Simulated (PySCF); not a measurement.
C₄H₄Cl₂, SMILES C=C(Cl)/C=C\Cl.

The structure is a stationary point at ωB97X-D3(BJ)/def2-SVP. The structure was generated by enumeration; whether it is a known compound was not checked. One conformer was computed; it need not be the lowest.

These are ωB97X-D3(BJ)/def2-SVP (PySCF 2.14.0) values and carry that method's errors.

Frequencies are harmonic and unscaled.

Give all harmonic wavenumbers and intensities. (Estimate from the structure and the level; the computed values follow.)


| mode | ν (cm⁻¹) | IR (km/mol) | moving atoms (share of kinetic energy) |
|---|---|---|---|
| 1 | 30 | 0.1 | C 51 %, Cl 32 %, H 17 % |
| 2 | 164 | 0.1 | Cl 93 % |
| 3 | 270 | 0.6 | Cl 50 %, C 45 % |
| 4 | 320 | 4.1 | C 74 %, H 23 % |
| 5 | 398 | 2.6 | C 51 %, H 31 %, Cl 18 % |
| 6 | 582 | 9.5 | C 74 %, H 23 % |
| 7 | 651 | 23.7 | C 56 %, Cl 37 % |
| 8 | 700 | 2.1 | C 81 %, H 10 %, Cl 9 % |
| 9 | 702 | 4.9 | H 93 % |
| 10 | 788 | 17.0 | H 71 %, C 28 % |
| 11 | 796 | 31.6 | C 64 %, Cl 20 %, H 16 % |
| 12 | 933 | 44.3 | H 71 %, C 29 % |
| 13 | 956 | 21.1 | H 58 %, C 40 % |
| 14 | 989 | 0.0 | H 78 %, C 22 % |
| 15 | 1212 | 36.7 | H 54 %, C 45 % |
| 16 | 1297 | 9.4 | H 73 %, C 27 % |
| 17 | 1367 | 25.6 | H 74 %, C 26 % |
| 18 | 1418 | 31.3 | H 77 %, C 23 % |
| 19 | 1692 | 2.7 | C 90 %, H 10 % |
| 20 | 1770 | 57.1 | C 95 % |
| 21 | 3190 | 0.6 | H 94 % |
| 22 | 3201 | 2.9 | H 92 % |
| 23 | 3243 | 5.2 | H 91 %, C 9 % |
| 24 | 3301 | 0.6 | H 89 %, C 11 % |
